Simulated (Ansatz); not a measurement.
Ansatz (a program for electronic structure) input (PBE/6-311+G**): The .json file is the Basis Set Exchange's 6-311+G**.

Ansatz 0.2 input:
```yaml
crystal:
  periodic: [false, false, false]
  atoms:
    - {symbol: C, position_ang: [2.22242800, -0.11295600, 0.59835000]}
    - {symbol: Si, position_ang: [0.72902100, 0.73914200, -0.24555300]}
    - {symbol: B, position_ang: [-1.10996500, -0.19951400, -0.15315800]}
    - {symbol: O, position_ang: [-2.16051400, 0.30209400, -0.69113400]}
    - {symbol: O, position_ang: [-1.02772000, -1.43846500, 0.57184800]}
    - {symbol: H, position_ang: [2.37830400, -1.10543900, 0.16749000]}
    - {symbol: H, position_ang: [3.15215900, 0.45503500, 0.49845100]}
    - {symbol: H, position_ang: [2.01891600, -0.25412100, 1.66306400]}
    - {symbol: H, position_ang: [1.18647500, 0.99073000, -1.65726300]}
    - {symbol: H, position_ang: [0.70703300, 2.12643200, 0.33790900]}
    - {symbol: H, position_ang: [-1.92805600, -1.79434600, 0.55807300]}
basis:
  gaussian:
    orbitals: 6-311+G__.json
hamiltonian:
  xc: {name: PBE}
total_charge: -1
output: {forces: true}
```

Output:

```
Functional definition: PBE
integrals: 0.09 GiB planned
1277 factors; their error is unknown
mean field: 0.52 GiB planned
mean field evaluation 1: about -13766.7693 eV, gradient 7.2e1 eV
mean field evaluation 2: about -13621.0460 eV, gradient 2.0e2 eV
mean field evaluation 4: about -13777.1416 eV, gradient 1.3e1 eV
mean field evaluation 8: about -13777.6652 eV, gradient 2.2e-1 eV
mean field evaluation 16: about -13777.6326 eV, gradient 3.4e-4 eV
mean field -13777.63259171 eV, -506.3186589304 hartree, gradient 2.8e-5 eV, S^2 0.000000; 0 other end points of the search recorded, 0 dependent functions left out
the calculation of the forces begins
reference -13777.63266972 eV, -506.3186617972 hartree; 24, 24 occupied and 131, 131 virtual orbitals, 1277 factors
Total energy: -13777.63266972 eV, -506.3186617972 hartree
Atom 0 at     2.222428    -0.112956     0.598350 Å, force    -0.037207     0.069323    -0.048401 eV/Å
Atom 1 at     0.729021     0.739142    -0.245553 Å, force    -0.170520    -0.200852     0.073354 eV/Å
Atom 2 at    -1.109965    -0.199514    -0.153158 Å, force     0.452217    -0.103991     0.167863 eV/Å
Atom 3 at    -2.160514     0.302094    -0.691134 Å, force    -0.629489     0.353158    -0.352294 eV/Å
Atom 4 at    -1.027720    -1.438465     0.571848 Å, force     0.495332    -0.135825     0.196344 eV/Å
Atom 5 at     2.378304    -1.105439     0.167490 Å, force     0.036886    -0.271309    -0.113913 eV/Å
Atom 6 at     3.152159     0.455035     0.498451 Å, force     0.270512     0.160901    -0.026585 eV/Å
Atom 7 at     2.018916    -0.254121     1.663064 Å, force    -0.059534    -0.042911     0.287332 eV/Å
Atom 8 at     1.186475     0.990730    -1.657263 Å, force     0.075224     0.056089    -0.258025 eV/Å
Atom 9 at     0.707033     2.126432     0.337909 Å, force    -0.009705     0.257267     0.095399 eV/Å
Atom 10 at    -1.928056    -1.794346     0.558073 Å, force    -0.423717    -0.141849    -0.021075 eV/Å
Dipole moment:     0.835281    -0.261992     0.349851 e Å
```

The dipole moment of an ion depends on the origin.

The geometry given is a B3LYP-D3(BJ)/def2-TZVP minimum.
